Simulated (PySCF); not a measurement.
C₅H₅GeN.
Geometry (PBE0-D3(BJ)/def2-SVP, Å), atoms numbered from 1 in this order:
```
atom  x, y, z in Å
N1     3.4460   -0.0952    0.2659
C2     2.2918   -0.1297    0.1588
C3     0.8648   -0.1562    0.0296
C4     0.1715   -1.2952   -0.2096
Ge5   -1.7141   -0.8122   -0.2968
C6    -1.2385    1.0425    0.0358
C7     0.0980    1.1128    0.1626
H8     0.6628   -2.2630   -0.3187
H9    -2.3466   -1.0756   -1.6721
H10   -2.5604   -1.4653    0.8067
H11   -1.8812    1.9205    0.1175
H12    0.6455    2.0408    0.3556
```

Computed with core-valence-separated Tamm–Dancoff BHandHLYP/aug-pcX-1 (pcseg-1 on H, def2-SVPD on Ge) in PySCF, non-relativistic, gas phase, PBE0-D3(BJ)/def2-SVP geometry. Absolute energies from this functional tend to lie a few eV below measured edges; no shift was applied.

The lowest roots of each edge with f over 0.003 (five at most, numbered afresh; weaker and dark ones are left out), with transition dipoles (au) in the frame of the coordinates:

| root | edge | E (eV) | f | μx | μy | μz |
| --- | --- | --- | --- | --- | --- | --- |
| 1 | C | 281.61 | 0.0558 | 0.0077 | 0.0139 | -0.0886 |
| 2 | C | 281.93 | 0.0517 | -0.0074 | -0.0134 | 0.0852 |
| 3 | C | 282.54 | 0.0482 | -0.0071 | -0.0129 | 0.0822 |
| 4 | C | 282.99 | 0.0459 | -0.0070 | -0.0126 | 0.0801 |
| 5 | C | 283.49 | 0.0392 | -0.0065 | -0.0116 | 0.0739 |
| 6 | N | 396.69 | 0.0543 | -0.0065 | -0.0115 | 0.0736 |
| 7 | N | 397.32 | 0.0642 | -0.0030 | 0.0802 | 0.0123 |
| 8 | N | 400.76 | 0.0067 | 0.0022 | 0.0040 | -0.0257 |

Molecules are fixed in this frame and the field points along (1, 1, 0)/√2. What effective strengths 3 f cos²θ do the roots have (θ between field and μ)?

root 1 (C4): 0.005, root 2 (C6): 0.004, root 3 (C7): 0.004, root 4 (C3): 0.004, root 5 (C2): 0.003, root 6 (N1): 0.005, root 7 (N1): 0.087, root 8 (N1): 0.001. Root 7 is the strongest. Averaged over all orientations cos²θ is 1/3, which gives f back.

 Relativistic effects, spin–orbit coupling among them, are left out although an element past zinc is present.
